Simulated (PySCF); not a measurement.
C4H5ClFSi (doublet state).
Numbering: `[F:1][C:2]1=[CH:3][C@@H:4]1[SiH2:5][CH:6][Cl:7]` (hydrogens: H8 on C3; H9 on C4; H10, H11 on Si5; H12 on C6)

Geometry (GFN2-xTB, Å), atoms numbered from 1 in this order:
```xyz
12
C4H5ClFSi angstrom
F     -1.9827    1.6975   -0.8791
C     -1.6434    0.6291   -0.1854
C     -1.6359   -0.0160    0.9309
C     -0.9317   -0.6778   -0.2708
Si     0.9529   -0.7989   -0.3835
C      1.5955    0.8594    0.1521
Cl     3.2471    1.1554    0.3398
H     -1.8964   -0.1218    1.9531
H     -1.4763   -1.4903   -0.7528
H      1.4513   -1.8564    0.5040
H      1.3333   -1.1133   -1.7679
H      0.9875    1.7324    0.3337
```

The hyperfine couplings belong to this conformer and change with its torsions.

The calculation used PySCF 2.14.0, UKS B3LYP, pcH-1 on C Cl F H Si, non-relativistic, mean-field spin-orbit, GIAO. One conformer (not necessarily the lowest) at the GFN2-xTB geometry, without solvent, vibrations or thermal averaging. Couplings are sensitive to structure, and on GFN2-xTB geometries they can be far from those on DFT ones. No stability test was run, so a lower SCF solution isn't excluded.

Task: Where do the isotropic ENDOR lines of F1, H11, H12, H10, H9 and Cl7 fall at 1204.4 mT, to first order?

Result: For S = 1/2 in fast tumbling each set of equivalent nuclei gives two lines, ν± = |νn ± a/2| to first order, with νn = g_N μN B/h and μN/h = 7.62259 MHz/T.

| nuclei | isotope | g_N | νn (MHz) | a_iso (MHz) | lower line (MHz) | upper line (MHz) |
| --- | --- | --- | --- | --- | --- | --- |
| F1 | 19F | 5.2577 | 48.27 | 1.27 | 47.63 | 48.91 |
| H11 | 1H | 5.5857 | 51.28 | 57.03 | 22.76 | 79.80 |
| H12 | 1H | 5.5857 | 51.28 | -56.78 | 22.89 | 79.67 |
| H10 | 1H | 5.5857 | 51.28 | 44.32 | 29.12 | 73.44 |
| H9 | 1H | 5.5857 | 51.28 | -1.57 | 50.50 | 52.06 |
| Cl7 | 35Cl | 0.5479 | 5.03 | 6.10 | 1.98 | 8.08 |

Task: Which pairs are centred on the nuclear Larmor frequency, and which on half the coupling?

Result: Centred on νn, since |a| < 2νn: F1, H11, H12, H10, H9 and Cl7. No pair has |a| > 2νn.

Task: At what field would the lower line of H11 fall to zero frequency?

Result: Where νn = |a|/2, that is B = 28.52 MHz/(5.5857 × 7.62259 MHz/T) = 670 mT, as far as first order holds there.

Main isotope only: 35Cl (natural samples also hold 24 % 37Cl, magnetic too, which adds its own pattern).

The run took 65 s (with the writing of density and orbital grids) on an Arm Neoverse V2 with one thread, on a shared host, and the process peaked at 0.93 GiB of memory.
